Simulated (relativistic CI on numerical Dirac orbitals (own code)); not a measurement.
Method of calculation: Dirac-Coulomb-Breit CI, orbitals from a KLI potential per configuration, a model potential for QED, unscaled Slater integrals (own radial code, finite nucleus).

Configuration list (outside the closed core [Ar] 3d10): 4s²4p⁶4d, 4s²4p⁶4f, 4s²4p⁵4d², 4s²4p⁶5s, 4s²4p⁶5p, 4s4p⁶4d², 4s²4p⁵4d4f, 4s²4p⁶5d, 4s4p⁶4d4f, 4s²4p⁶6s, 4s²4p⁶6p, 4s²4p⁶5f, 4s²4p⁵4d5s, 4s²4p⁶5g, 4s²4p⁶6d, 4s²4p⁵4d5p, 4s²4p⁶7s, 4s²4p⁶6f, 4s²4p⁶7p, 4s²4p⁶8s, 4s²4p⁵4d5d, 4s4p⁶4d5s, 4p⁶4d³, 4p⁵4d⁴, 4p⁵4d³4f, 4s4p⁶5s², 4s4p⁵4f5s². Double excitations out of closed p, d and f shells are left out; levels of such configurations are missing from the list, as are those of other unlisted configurations, and high levels can miss mixing partners. These lack a partner that the ground configuration has and come out too high: 4s²4p⁵4d5s, 4s²4p⁵4d5p, 4s²4p⁵4d5d.

At this charge energies of transitions that change n are usually good to better than 1 %, and those within a shell (Δn = 0) to a few per cent.

Outline of the computed level scheme of Pd X. Lowest level of each configuration: 4s²4p⁶4d ²D3/2 at 0.0000 eV; 4s²4p⁶5s ²S1/2 at 43.8104 eV; 4s²4p⁵4d² ⁴D°1/2 at 50.3786 eV; 4s²4p⁶5p ²P°1/2 at 56.1987 eV.

Some strong electric-dipole decays among the lowest 45 levels: 4s²4p⁶5p ²P°1/2 → 4s²4p⁶4d ²D3/2 (3.8e+10 s⁻¹); 4s²4p⁶5p ²P°3/2 → 4s²4p⁶4d ²D5/2 (3.5e+10 s⁻¹); 4s²4p⁵4d² ²F°7/2 → 4s²4p⁶4d ²D5/2 (5.8e+09 s⁻¹); 4s²4p⁵4d² ²G°7/2 → 4s²4p⁶4d ²D5/2 (5.4e+09 s⁻¹); 4s²4p⁶5p ²P°3/2 → 4s²4p⁶4d ²D3/2 (4.3e+09 s⁻¹); 4s²4p⁵4d² ⁴D°1/2 → 4s²4p⁶4d ²D3/2 (4.2e+09 s⁻¹); 4s²4p⁵4d² ²D°3/2 → 4s²4p⁶4d ²D5/2 (3.8e+09 s⁻¹); 4s²4p⁵4d² ²F°5/2 → 4s²4p⁶4d ²D5/2 (2.8e+09 s⁻¹).

LS names give the leading component of a level, which can be under half, so a name can repeat, a term be missing and a line seem to break the LS rules.
